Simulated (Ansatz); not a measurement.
Tetramethylammonium benzoate, `C[N+](C)(C)C.O=C([O-])c1ccccc1`. Charge 0, multiplicity 3. Geometry PBE-D4/def2-SVP, that of the neutral singlet.

```xyz
31

C     1.813    3.541    1.750
N     1.178    2.330    1.149
C     0.953    1.276    2.204
C     2.071    1.741    0.085
C    -0.147    2.696    0.529
H     2.782    3.260    2.203
H     1.975    4.296    0.958
H     1.143    3.954    2.526
H     0.200    1.651    2.922
H     0.619    0.355    1.661
H     1.914    1.092    2.720
H     2.137    2.455   -0.755
H     3.072    1.577    0.527
H     1.608    0.763   -0.207
H     0.039    3.464   -0.245
H    -0.791    3.116    1.325
H    -0.615    1.767    0.076
O    -1.328    0.280   -0.638
C    -0.608   -0.746   -0.481
O     0.522   -0.793    0.119
C    -1.127   -2.057   -1.056
C    -2.359   -2.094   -1.736
C    -2.840   -3.299   -2.268
C    -2.090   -4.480   -2.125
C    -0.859   -4.449   -1.447
C    -0.381   -3.243   -0.916
H    -2.918   -1.151   -1.826
H    -3.805   -3.323   -2.799
H    -2.467   -5.427   -2.542
H    -0.270   -5.374   -1.335
H     0.578   -3.179   -0.380
```

At PBE-D4/def2-SVP the gap within one spin of the charge 0 triplet nearly closes, so an electron or hole may be smeared out by delocalisation error. At PBE0-D4/def2-SVP a singlet of charge 0 lies 3.99 eV below the triplet at the same geometry.

**Question.** Estimate the α-spin orbital energies around the gap (eV) in Ansatz with PBE-D4/def2-SVP, PBE0-D4/def2-SVP.

**Answer.** 
```tsv
orbital	PBE-D4/def2-SVP	PBE0-D4/def2-SVP
HOMO−5	-5.54	-7.52
HOMO−4	-5.50	-6.80
HOMO−3	-5.17	-6.27
HOMO−2	-5.11	-6.02
HOMO−1	-5.05	-5.69
HOMO	-0.94	-2.27
LUMO	-0.70	0.40
LUMO+1	-0.05	0.50
LUMO+2	0.53	1.69
LUMO+3	0.56	1.73
LUMO+4	0.76	2.05
LUMO+5	1.13	2.34
β HOMO	-4.53	-5.63
β LUMO	-4.51	-3.68
```
